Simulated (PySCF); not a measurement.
# Radial density of Ne (neon, neutral)

UHF, [Ne], closed-shell 1S. Computed with PySCF 2.14 in aug-cc-pVQZ with one added diffuse shell each of s, p, d, f, g type (7s6p5d4f3g, 105 functions), with no relativity, point nucleus.

```tsv
r (bohr)	4πr²ρ (e/bohr)
0.00241	0.04316
0.00405	0.1180
0.00682	0.3161
0.0115	0.8147
0.0193	1.973
0.0324	4.297
0.0546	7.851
0.0918	10.75
0.154	9.378
0.260	5.522
0.437	6.423
0.735	7.770
1.24	3.850
2.08	0.6399
3.50	0.02827
5.88	7.124e-05
```
